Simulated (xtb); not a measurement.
H2O2Si, SMILES O[Si]O (connectivity only; charge and spin as stated), neutral, multiplicity 1. All values are semi-empirical tight-binding results from xtb (GFN2-xTB unless named), good for trends rather than for accurate numbers. Coordinates come from a GFN2-xTB optimisation. One conformer was computed; it need not be the lowest.

Optimised geometry:

Bond lengths (Å): Si1–O2 1.615, Si1–O4 1.659, O2–H3 0.960, O4–H5 0.951. Angles (°): O2–Si1–O4 99.5, Si1–O2–H3 122.9, Si1–O4–H5 122.3.

Computed properties:
```yaml
point_group_as_xtb_finds_it: Cs
orbital_gap: 3.75 eV
dipole_moment: 2.02 D
zero_point_energy: 16.6 kcal/mol
G − E(el) at 298.15 K (modified RRHO): 0.3 kcal/mol
static polarisability (D4 model): 44.8 bohr³
solvation energy, GFN2-xTB/ALPB(water): -4.4 kcal/mol
solvation energy, GFN2-xTB/ALPB(acetone): -4.2 kcal/mol
```

Computed atomic charges and the Wiberg bond orders between heavy atoms:
charges (e) Si1 0.44, O2 -0.49, H3 0.29, O4 -0.50, H5 0.26. Bond orders Si1–O2 1.26, Si1–O4 1.20.
